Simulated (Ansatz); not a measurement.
Si₃GeH₁₀⁻, that is HGe(SiH3)3 with one electron more. Total charge -1; doublet. Geometry r2SCAN-D4/def2-SVP, that of the neutral singlet; atoms count from 1.

```xyz
14

Ge    0.500    0.230   -0.405
Si   -1.324   -0.510   -1.745
Si   -0.224    1.987    1.030
Si    1.316   -1.585    0.904
H     1.628    0.749   -1.319
H    -2.407   -1.022   -0.851
H    -0.896   -1.612   -2.659
H    -1.870    0.615   -2.564
H    -1.330    1.480    1.898
H     0.896    2.453    1.902
H    -0.732    3.146    0.234
H     1.767   -2.709    0.028
H     2.462   -1.146    1.758
H     0.217   -2.076    1.789
```

The highest occupied level of the charge -1 doublet lies above zero (up to 1.78 eV). By energy differences it is unbound by 0.74 eV (vertical, against the charge 0 singlet, at PBE0-D4/def2-TZVPD) and held by the finite basis.

(1) Estimate the Mulliken populations from the PBE0/def2-TZVPD orbitals of Ansatz.

(2) Where does the spin sit?

(3) And the Mayer bond orders between heavy atoms (over 0.3)?

Answers

(1) 
```json
{"atom": "Ge1", "charge (e)": "-0.34", "spin (α − β)": "0.35"}
{"atom": "Si2", "charge (e)": "-0.06", "spin (α − β)": "0.09"}
{"atom": "Si3", "charge (e)": "-0.06", "spin (α − β)": "0.09"}
{"atom": "Si4", "charge (e)": "-0.06", "spin (α − β)": "0.09"}
{"atom": "H5", "charge (e)": "0.07", "spin (α − β)": "0.04"}
{"atom": "H6", "charge (e)": "-0.06", "spin (α − β)": "0.04"}
{"atom": "H7", "charge (e)": "-0.06", "spin (α − β)": "0.04"}
{"atom": "H8", "charge (e)": "-0.06", "spin (α − β)": "0.04"}
{"atom": "H9", "charge (e)": "-0.06", "spin (α − β)": "0.04"}
{"atom": "H10", "charge (e)": "-0.06", "spin (α − β)": "0.04"}
{"atom": "H11", "charge (e)": "-0.06", "spin (α − β)": "0.04"}
{"atom": "H12", "charge (e)": "-0.06", "spin (α − β)": "0.04"}
{"atom": "H13", "charge (e)": "-0.06", "spin (α − β)": "0.04"}
{"atom": "H14", "charge (e)": "-0.06", "spin (α − β)": "0.04"}
```
Mulliken values depend strongly on the basis. With diffuse functions, as here, like atoms can get unlike values, and bond orders can come out too low or too high.

(2) Summed by element: Ge 0.35, Si 0.27, H 0.38, of 1 unpaired in all. Largest on single atoms: Ge1 0.35, Si4 0.09, Si3 0.09.

(3) Ge1–Si2 1.38 (2.38 Å); Ge1–Si3 1.39 (2.38 Å); Ge1–Si4 1.39 (2.38 Å).
